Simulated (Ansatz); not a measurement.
Cost and result up the ladder for the cluster Sn2Te3 (5 atoms). Charge 0, multiplicity 1. Geometry: PBE0-D4/def2-SVP.

```xyz
5

Sn   -0.244    1.567    1.709
Sn   -0.248   -1.079    0.560
Te   -0.170   -3.276   -0.730
Te   -1.004    1.535   -1.089
Te    1.667    1.254   -0.450
```

Ansatz on 4 threads of Arm Neoverse V2 on a shared host. Times are rough, and most runs start from the orbitals of an earlier one. r2SCAN0-D4/def2-TZVP serves as the yardstick here, not as an exact answer. Differences are given only for rows in sets of like size (and for xTB, whose basis is part of the method), since another set adds its own error. Binding counts from free atoms at the same level (Sn triplet, Te triplet; other spins of the atoms weren't run), without zero-point energy or a counterpoise term.

In the def2 sets Sn, Te take a core potential; there is no spin–orbit coupling. LC-ωPBE has ω = 0.4 bohr⁻¹. Correlated methods freeze 20 core orbitals; core or outer-core shells of Sn, Te are correlated, in sets that lack core-valence functions. The rows differ in basis, and correlated rows in double-zeta sets carry the largest basis error. Another isomer (singlet) lies 1.18 eV lower at PBE0-D4/def2-TZVP; other spin states weren't run for this one.

Correlated methods converge slowly with the basis, most of all in double-zeta sets.

```csv
level,functions,binding energy per atom (eV),difference from r2SCAN0-D4/def2-TZVP (eV)
PBE0-D4/def2-SVP,130,2.28,–
r2SCAN0-D4/def2-TZVP,250,2.19,0.00
CCSD(T)/def2-SVP,130,1.87,–
PBE0-D4/def2-TZVP,250,2.34,0.14
r2SCAN-D4/def2-TZVP,250,2.31,0.12
LC-ωPBE/def2-TZVP,250,1.99,-0.21
MP2/def2-TZVP,250,2.35,0.15
LDA (SPW92)/def2-TZVP,250,2.95,0.76
PBE-D4/def2-TZVP (with forces),250,2.49,0.30
PBE-D4/def2-SVP,130,2.46,–
```

(1) Estimate how long each takes.

## Answers

(1) PBE-D4/def2-SVP 1.8 s; LDA (SPW92)/def2-TZVP 2.3 s; PBE0-D4/def2-SVP 3.5 s; PBE-D4/def2-TZVP (with forces) 4.5 s; LC-ωPBE/def2-TZVP 7 s; r2SCAN-D4/def2-TZVP 9 s; PBE0-D4/def2-TZVP 10 s; MP2/def2-TZVP 11 s; r2SCAN0-D4/def2-TZVP 13 s; CCSD(T)/def2-SVP 48 s. On shared hardware such times vary by a factor of up to 3.
